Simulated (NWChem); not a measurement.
# C$_{2}$H$_{6}$BiF; SMILES [CH3][Bi]([CH3])[F]

All runs: NWChem. Geometry: optimised at PBE0/def2-SVP. No frequency run checked for a minimum. def2 effective core potentials on Bi; no spin-orbit coupling. Level MN15/def2-SVP: energy and gradient on several grids; changes count from the extra-fine grid, which is no exact limit either.

### Question
Which is the coarsest grid (xcoarse; medium; xfine; coarse; fine) from which on the energy stays within 50 μHa and each gradient component within 100 μHa/bohr of xfine?

### Answer
medium.
```tsv
grid	size of the energy change (μHa)	largest change of a gradient component (μHa/bohr)	time, medium = 1 (rough)
xcoarse	30000	9000	about 1
coarse	600	500	about 1
medium	< 10	< 30	about 1
fine	< 10	< 30	about 1
xfine	< 10	< 30	3
```
